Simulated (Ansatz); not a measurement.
input.yaml

```yaml
crystal:
  periodic: [false, false, false]
  atoms:
    - { symbol: C, position_ang: [-0.7448, -1.367, 0.5067] }
    - { symbol: "N", position_ang: [-0.0161, -0.4021, 1.3122] }
    - { symbol: Al, position_ang: [0.524, 1.1091, 0.2494] }
    - { symbol: B, position_ang: [1.6591, 1.619, -1.5886] }
    - { symbol: S, position_ang: [0.133, 2.7207, -1.0296] }
    - { symbol: H, position_ang: [-1.6976, -0.8057, 0.081] }
    - { symbol: H, position_ang: [-0.145, -1.7209, -0.3309] }
    - { symbol: H, position_ang: [-1.0832, -2.1612, 1.1142] }
    - { symbol: H, position_ang: [-0.6362, -0.0098, 2.1039] }
    - { symbol: H, position_ang: [2.0899, 0.9666, -2.4152] }
magnetization:
  spin_polarized: true
basis:
  gaussian: { orbitals: STO-3G }
hamiltonian:
  xc: r2scan
  dispersion: d4
relax:
  f_tol: 0.02
  max_steps: 50
```

Launched with:

```bash
$ ansatz run input.yaml --threads 1 --pin off --max-ram 2048MiB --backend cpu --events-out ev --progress --plain --runs-dir out
```

Hardware: 1 thread of Arm Neoverse V1, on a shared host.

Q: Roughly how long does this run take, and how much memory?

A: 2.8 min, with a peak of 0.25 GiB, for 23 ionic steps.
